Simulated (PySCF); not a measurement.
## Dipole response of Si (silicon, neutral)

[Ne] 3s2 3p2, high-spin 3P determinant. Calculation: PySCF 2.14, in dyall-acv3z (19s12p6d4f, 113 functions); no relativity, point nucleus. Coupled (time-dependent) response in atomic units; α is the mean over directions.

| method | mean α (bohr³) | α xx, yy, zz | C₆ (like pair) | S(−4) |
| --- | --- | --- | --- | --- |
| UHF | 38.45 | 32.60, 41.38, 41.38 | 316.3 | 553.7 |
| PBE | 41.48 | 33.81, 45.32, 45.32 | 341.7 | 749.4 |
| PBE0 | 39.69 | 32.94, 43.07, 43.07 | 325.1 | 642.1 |
| wB97X-V | 38.65 | 32.71, 41.62, 41.62 | 315.1 | 586.6 |

S(−4) is the Cauchy moment in α(ω) = α(0) + S(−4) ω² + …

Reference α: 37.3 ± 0.7 bohr³ (recommended; Schwerdtfeger and Nagle, table of static dipole polarizabilities (2023 update)). Published C₆: 305.0 (Chu and Dalgarno (2004); Tang, Norbeck and Certain (1976)).

α(iu) at wB97X-V:

```tsv
u (hartree)	α(iu) (bohr³)
0	38.65
0.0500	37.26
0.100	33.75
0.200	25.11
0.300	18.05
0.500	9.846
0.750	5.378
1.00	3.360
1.50	1.693
2.00	1.046
3.00	0.5446
5.00	0.2498
```

A single London oscillator, α(iu) = α/(1 + u²/ω²), gives C₆ = (3/4) ω α². Matching the computed C₆ needs ω = 4 × 315.1 / (3 × 38.65²) = 0.281 hartree.

The components differ because the open shell of this determinant is not spherical; for a pure term their mean is the scalar polarisability.
